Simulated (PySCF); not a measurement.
H₅NSeSi, SMILES N[Se][SiH3]. Geometry optimised at PBE-D3(BJ)/def2-SVP. Other conformers were not sampled.

**Question.** Give the equilibrium geometry at PBE-D3(BJ)/def2-SVP (PySCF confirms it by a frequency run) as bond lengths and angles, and its point group. (The exact figures need the calculation; the answer reports its results.)

**Answer.** This is not unique; one that fits is point group Cs.
Atoms: Se1 N2 H3 H4 Si5 H6 H7 H8. Bonds (Å): Se1–N2 1.918, Se1–Si5 2.298, N2–H3 1.031, N2–H4 1.031, Si5–H6 1.507, Si5–H7 1.503, Si5–H8 1.503. Angles (°): N2–Se1–Si5 91.0, Se1–N2–H3 106.1, Se1–N2–H4 106.1, H3–N2–H4 106.2, Se1–Si5–H6 106.5, Se1–Si5–H7 110.8, Se1–Si5–H8 110.8, H6–Si5–H7 109.7, H6–Si5–H8 109.7, H7–Si5–H8 109.3.
Charge 0, spin multiplicity 1.
